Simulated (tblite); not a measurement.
Compound: C6H12P2.
Structure used (GFN2-xTB), in Å, numbered top down from 1:
```
atom  x, y, z in Å
C1    -1.7766   -1.8132    0.2026
P2    -1.1769   -0.2139    0.2006
P3    -2.3680    1.0880    1.4583
C4    -0.6404    0.9971   -1.1748
C5     0.8330    0.7872   -1.2544
C6     1.4247    0.1904   -0.2268
C7     2.8845   -0.1006   -0.1109
C8     0.5263   -0.2206    0.9043
H9    -1.1215   -2.4774   -0.3574
H10   -2.8017   -1.8624   -0.1607
H11   -3.4657    0.9712    0.6081
H12   -2.7750    0.0127    2.2375
H13   -1.1442    0.7841   -2.1221
H14   -0.8871    2.0235   -0.8803
H15    1.3687    1.1177   -2.1319
H16    3.2913    0.3650    0.7869
H17    3.0489   -1.1750   -0.0291
H18    3.4249    0.2719   -0.9775
H19    0.7556   -1.2198    1.2839
H20    0.5942    0.4848    1.7407
```

All values are computed: GFN2-xTB (tblite) harmonic vibrations without scaling, gas phase. Errors from tens to a few hundred cm⁻¹ against measured bands are possible. Modes of hydrogen on phosphorus can be 10 to 20 % off. One conformer, not necessarily the lowest.

Harmonic wavenumbers (cm⁻¹): 41.3, 93.8, 129.9, 148.7, 178.3, 204.3, 235.1, 244.7, 323.5, 351.5, 364.4, 417.0, 519.5, 554.8, 645.3, 684.9, 713.6, 734.0, 758.3, 765.6, 776.1, 816.6, 882.8, 915.2, 983.4, 986.4, 1012.4, 1055.0, 1061.0, 1091.6, 1101.8, 1146.8, 1175.8, 1219.7, 1292.0, 1388.1, 1402.4, 1416.5, 1420.4, 1476.2, 1481.9, 1719.6, 2272.7, 2343.3, 2894.0, 2897.9, 2940.8, 2948.9, 2957.0, 2976.5, 2996.2, 3011.1, 3043.7, 3074.7.

A = 2501, B = 907.3, C = 870.4 MHz; mass 146.041 u (most abundant isotopes); point group C1, symmetry number 1.

Task: What is the zero-point energy?

Result: Half the sum of the wavenumbers: 34144 cm⁻¹ = 408.45 kJ/mol.

Task: What is S at 200 K and 1 bar for an ideal gas of classical rigid rotors and harmonic oscillators?

Result: Translation 162.71, rotation 118.35, vibration 83.61: S = 364.7 J/(mol K).

Task: And Cp and H(200 K) − H(0)?

Result: Cp = 130.12 J/(mol K), of which vibrations give 96.86 (their classical limit is 54 R = 449.0); H(200 K) − H(0) = 16.10 kJ/mol without the zero-point energy, 9.45 from vibrations.

Task: Blend soft modes into free rotors: weight 1/[1 + (100 cm⁻¹/ν̃)⁴] for the oscillator and the rest for a rotor with moment μB/(μ + B), μ = h/(8π²ν), B = 10⁻⁴⁴ kg m². What vibrational entropy results?

Result: 79.04 J/(mol K) in place of 83.61, which changes −T·S at 200 K by +0.91 kJ/mol.

Task: What must be added to the electronic energy to get the Gibbs energy at 200 K and 1 bar?

Result: ZPE + [H(200 K) − H(0)] − T·S = 408.45 + 16.10 − 72.94 = 351.61 kJ/mol.

Task: How do the functions run with temperature in this model?

Result: 
| T (K) | S (J/(mol K)) | Cp (J/(mol K)) | H − H(0) (kJ/mol) | G − H(0) (kJ/mol) | ln q(vib) |
| --- | --- | --- | --- | --- | --- |
| 150 | 330.8 | 106.5 | 10.19 | -39.44 | 2.97 |
| 250 | 396.3 | 154.2 | 23.21 | -75.87 | 5.80 |
| 298.15 | 425.4 | 177.3 | 31.19 | -95.65 | 7.19 |
| 400 | 484.0 | 222.1 | 51.59 | -142.00 | 10.12 |
| 600 | 587.5 | 288.4 | 103.09 | -249.40 | 15.79 |
| 900 | 717.4 | 351.5 | 199.87 | -445.81 | 23.76 |

q(vib) and H(0) count from the zero-point level.

Hindered rotation and anharmonicity are outside this model. Other conformers, if any are populated, would add a mixing term that is left out. The structure is chiral; the term R ln 2 for an equal mix with its mirror image is left out.
